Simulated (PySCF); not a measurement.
CH6N, SMILES [NH3+]C, charge +1. Atoms are numbered in the order given.

```xyz
8

C      0.0000     0.0000    -0.7924
N      0.0000     0.0000     0.7045
H      0.0000    -1.0314    -1.1371
H      0.8932     0.5157    -1.1371
H     -0.8932     0.5157    -1.1371
H     -0.8243    -0.4759     1.0781
H      0.0000     0.9519     1.0781
H      0.8243    -0.4759     1.0781
```
Charge +1, spin multiplicity 1.

Geometry optimised at PBE0-D3(BJ)/def2-TZVP. The isomer is the one that the SMILES or the coordinates give; other isomers of the formula were not compared.

Computed with B3LYP/pcJ-1 run with PySCF.

Isotropic couplings with Fermi-contact, spin-dipole and both spin-orbit terms, one fixed conformer, no vibrational averaging. Isotopes: 13C, 14N, 1H.

```tsv
pair	bonds apart	J (Hz)
C1–N2	1	2.7
C1–H3	1	…
C1–H4	1	…
C1–H5	1	…
N2–H6	1	…
N2–H7	1	…
N2–H8	1	…
C1–H6	2	-2.5
C1–H7	2	-2.5
C1–H8	2	-2.5
H3–H4	2	-13.9
H3–H5	2	-13.9
H4–H5	2	-13.9
H6–H7	2	-14.1
H6–H8	2	-14.1
H7–H8	2	-14.1
H3–H6	3	…
H3–H7	3	…
H3–H8	3	…
H4–H6	3	…
H4–H7	3	…
H4–H8	3	…
H5–H6	3	…
H5–H7	3	…
H5–H8	3	…
```

Problem. Complete the blanks. (The exact figures need the calculation; the answer reports its results.)

Solution. 
- C1–H3, J (Hz): 157.5
- C1–H4, J (Hz): 157.5
- C1–H5, J (Hz): 157.5
- N2–H6, J (Hz): 56.8
- N2–H7, J (Hz): 56.8
- N2–H8, J (Hz): 56.8
- H3–H6, J (Hz): 2.9
- H3–H7, J (Hz): 16.1
- H3–H8, J (Hz): 2.9
- H4–H6, J (Hz): 16.1
- H4–H7, J (Hz): 2.9
- H4–H8, J (Hz): 2.9
- H5–H6, J (Hz): 2.9
- H5–H7, J (Hz): 2.9
- H5–H8, J (Hz): 16.1
